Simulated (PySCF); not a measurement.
# Correlation energy of V(2+) (vanadium, charge +2)

Starting occupation: [Ar] 3d3, 3d3/2 with m_j = -1/2, +1/2, +3/2. Calculation: PySCF 2.14, in x2c-SVPall-2c (5s5p3d1f, 42 functions); X2C-1e with screened-nucleus spin-orbit coupling, Gaussian nucleus. Frozen: [Ne]; 11 electrons correlated; the 6 highest virtual spinors left out.

MP2 pair energies summed by pair of shells (mhartree):

| pair | energy | share (%) |
| --- | --- | --- |
| 3p-3p | -85.97 | 50.1 |
| 3d-3p | -57.49 | 33.5 |
| 3d-3d | -10.38 | 6.0 |
| 3p-3s | -9.93 | 5.8 |
| 3d-3s | -4.65 | 2.7 |
| 3s-3s | -3.30 | 1.9 |

Total MP2 correlation energy: -171.73 mhartree.

The GHF reference relaxed away from the jj start to a determinant that is no pure jj level (⟨S²⟩ = 3.75, ⟨J²⟩ = 6.69); the energies belong to that determinant.

This basis was not built for core-valence correlation, so the inner-shell part is incomplete.
